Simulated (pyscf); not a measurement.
**Cl–GaH–Cl, singlet**

Gas-phase minimum from PySCF at ωB97X-D3(BJ)/def2-SVP, one conformer. 

```xyz
4

Cl     1.9651     0.3042    -1.2311
Ga     0.4892    -0.2908     0.1863
Cl     1.1799    -0.4331     2.1972
H     -0.9705    -0.5945    -0.2129
```

Bonded distances (Å): Cl1–Ga2 2.131, Ga2–Cl3 2.131, Ga2–H4 1.544. Bond angles (°): Cl1–Ga2–Cl3 115.0, Cl1–Ga2–H4 122.5, Cl3–Ga2–H4 122.5.

Properties at ωB97X-D3(BJ)/def2-SVP:

```
Property                                                                                                                                            Value
---------------------------------------------------------------------------------------------------------------------  ----------------------------------
Harmonic wavenumbers, unscaled                                                                                         139, 426, 456, 464, 629, 2102 cm⁻¹
Zero-point energy                                                                                                                            6.0 kcal/mol
Rotational symmetry number                                                                                                                              2
Entropy of this conformer at 298 K and 1 atm, rigid rotor and harmonic oscillator, modes under 100 cm⁻¹ raised to 100                     299.1 J/(mol K)
Dipole moment                                                                                                                                      1.77 D
```

Single-point totals, which compare only within one level (frozen core for MP2 and CC):

```tsv
level	total energy (hartree)
ωB97X-D3(BJ)/def2-TZVP	-2845.96569
PBE/def2-TZVP	-2845.31809
r²SCAN/def2-TZVP	-2845.91952
B3LYP-D3(BJ)/def2-TZVP	-2846.07525
PBE0-D3(BJ)/def2-TZVP	-2845.43661
M06-2X/def2-TZVP	-2845.95739
ωB97M-D3(BJ)/def2-TZVP	-2846.11726
HF/def2-TZVPP	-2842.97452
MP2/def2-TZVPP	-2843.56941
CCSD/def2-TZVPP	-2843.59936
CCSD(T)/def2-TZVPP	-2843.62577
```

The CCSD(T) − MP2 part came from Ansatz, without density fitting, on the same reference. The frozen core leaves the outer d or s,p core shells of the metals and heavy elements correlated in the MP2 and CC values, and def2-TZVPP describes them poorly, so these totals are far from the basis limit. Elements up to Kr have no core potential and no relativistic terms here.
